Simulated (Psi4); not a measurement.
Pair of molecules: GeH4 (SMILES [GeH4]) (first 5 atoms) with C2H6 (SMILES CC); geometry from B3LYP-D3(BJ)/def2-TZVP, rigid monomers moved along the line of their centres of mass till Ge1···C6 is 6.84 Å.
(charge 0, multiplicity 1):
```xyz
13

Ge    -0.15445     0.14854    -0.24638
H     -0.50518    -0.05966    -1.72773
H      0.41996    -1.15308     0.33115
H     -1.42204     0.53481     0.52929
H      0.88636     1.27009    -0.11978
C      0.76650     0.29322     6.53012
C     -0.18113    -0.85537     6.86287
H      1.21601     0.71171     7.43266
H      0.24438     1.10371     6.01790
H      1.58015    -0.03770     5.88173
H      0.34172    -1.66444     7.37650
H     -0.63005    -1.27426     5.96056
H     -0.99414    -0.52340     7.51142
```

Method: Psi4 with SAPT0/aug-cc-pVDZ.

Q: Which attractive term is largest, and how does the interaction split up?

A: electrostatics 0.00, exchange 0.00, induction 0.00, dispersion -0.05, total -0.05 kcal/mol; the largest attraction is dispersion.
